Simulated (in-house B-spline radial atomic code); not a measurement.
Stripping indium of all its electrons. The total binding energy is the sum of the 49 successive ionisation energies. Configuration: [Kr] 4d10 5s2 (5p1/2)1. Method: Dirac-Hartree-Fock, average of the jj configuration, Fermi nucleus of rms radius 4.6156 fm. Calculated with a B-spline radial code for spherical atoms.

Dirac-Coulomb total energy: -5880.4388 hartree. First-order corrections (hartree): Breit 4.087, self-energy 3.109, vacuum polarisation -0.3907, recoil 0.0192.

Task: What total binding energy follows, and how does it compare with the sum of NIST's ionisation energies?

Result: 159829 eV from the corrected total, against 159851 ± 59 eV from NIST's table (measured, semi-empirical and theoretical entries, uncertainties added in quadrature). The difference, +22 eV, is within about twice the table's uncertainty, so it can't show the correlation energy.

Task: What share of the binding belongs to the last two electrons?

Result: 42 % by NIST's values (66588.0 eV).
